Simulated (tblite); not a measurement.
C7H9S (doublet state).
Geometry (GFN2-xTB, Å), atoms numbered from 1 in this order:
```xyz
17
C7H9S angstrom
C      2.7820   -0.8053    0.8272
C      1.7156   -0.1896    0.4401
C      0.6021    0.4321    0.0553
C      0.5476    1.6189   -0.6729
S     -1.0408    2.2113   -0.9741
C     -1.7644    1.0141    0.2062
C     -0.7786   -0.1449    0.3311
C     -1.0798   -1.2480   -0.6841
H      3.2708   -1.5549    0.2171
H      3.2567   -0.6054    1.7797
H      1.3885    2.1610   -1.0556
H     -2.7377    0.7045   -0.1688
H     -1.8915    1.5412    1.1528
H     -0.8245   -0.5632    1.3412
H     -1.0723   -0.8420   -1.6937
H     -0.3252   -2.0284   -0.6198
H     -2.0556   -1.6895   -0.4919
```

Structure optimised with GFN2-xTB, isolated species. This method treats the open shell by occupation alone, without spin polarisation.

Masses are those of the commonest isotopes; rigid-rotor values at the optimised geometry. The values belong to one conformer with, in the numbering `[CH2:1]=[C:2][C:3]1=[CH:4][S:5][CH2:6][C@H:7]1[CH3:8]`, C3–C4–S5–C6 11°, C4–S5–C6–C7 -23°, S5–C6–C7–C8 -91°, C2–C3–C7–C6 161°.

(1) Give the principal moments of inertia and the rotational constants in cm⁻¹.

(2) Classify the top.

(3) Is it planar, by Δ = Ic − Ia − Ib?

(4) Where do the levels up to J = 2 lie, in K?

Results:

(1) Ia = 168.94, Ib = 392.48, Ic = 501.11 u·Å²; 505379 MHz·u·Å²/I gives 2992, 1288 and 1009 MHz, that is A = 0.09979, B = 0.04295, C = 0.03364 cm⁻¹.

(2) An asymmetric top; Ray's κ = -0.718.

(3) Not planar: Δ = Ic − Ia − Ib = -60.30 u·Å². For a rigid frame Δ = −2 Σ m c², so Σ m c² = 30.15 u·Å² lies off the ab plane: 11.34 from hydrogen and 18.81 from heavier atoms. The atom farthest from that plane is 1.85 Å away.

(4) Above 0(0,0), as E/k:
J = 1: 1(0,1) 0.110, 1(1,1) 0.192, 1(1,0) 0.205
J = 2: 2(0,2) 0.329, 2(1,2) 0.399, 2(1,1) 0.439, 2(2,1) 0.684, 2(2,0) 0.686

For this open shell read J as N, the rotation without spin; fine and hyperfine splittings come on top. Its GFN2-xTB frequencies are all real (lowest 73 cm⁻¹). These are rigid-rotor constants of the computed structure; measured ground-state constants (B0) also hold zero-point vibration.
